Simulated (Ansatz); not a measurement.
Basis-set series for C2H5NSi, SMILES `[SiH3]C1C=N1`. The species carries charge 0 and has multiplicity 1. The structure was optimised at the PBE0-D4/def2-TZVP level.

Z-matrix (Å, degrees):
```
Si
C 1 1.869
H 1 1.489 2 109.8
H 1 1.486 2 108.9 3 119.8
H 1 1.487 2 110.8 3 -119.6
C 2 1.453 1 123.5 3 -104.8
N 2 1.561 1 118.4 3 -161.7
H 2 1.091 1 117.3 3 56.3
H 6 1.083 2 150.3 1 80.3
```

```json
{"functional": "PBE0-D4", "basis": "def2-TZVPP", "functions": "205", "energy (Eh)": "-423.15108", "HOMO (eV)": "-8.02", "LUMO (eV)": "-0.83"}
{"functional": "PBE0-D4", "basis": "def2-QZVPP", "functions": "391", "energy (Eh)": "-423.16832", "HOMO (eV)": "-8.04", "LUMO (eV)": "-0.90"}
{"functional": "ωB97M-V", "basis": "def2-TZVPP", "functions": "205", "energy (Eh)": "-423.35108", "HOMO (eV)": "-10.27", "LUMO (eV)": "1.40"}
{"functional": "ωB97M-V", "basis": "def2-QZVPP", "functions": "391", "energy (Eh)": "-423.36703", "HOMO (eV)": "-10.29", "LUMO (eV)": "1.23"}
```

Give the rows for def2-SVP. (Best estimate.)

Computed: 
```json
{"functional": "PBE0-D4", "basis": "def2-SVP", "functions": "85", "energy (Eh)": "-422.90100", "HOMO (eV)": "-7.96", "LUMO (eV)": "-0.63"}
{"functional": "ωB97M-V", "basis": "def2-SVP", "functions": "85", "energy (Eh)": "-423.09347", "HOMO (eV)": "-10.19", "LUMO (eV)": "1.76"}
```

Positive LUMOs are unbound and depend on the basis.
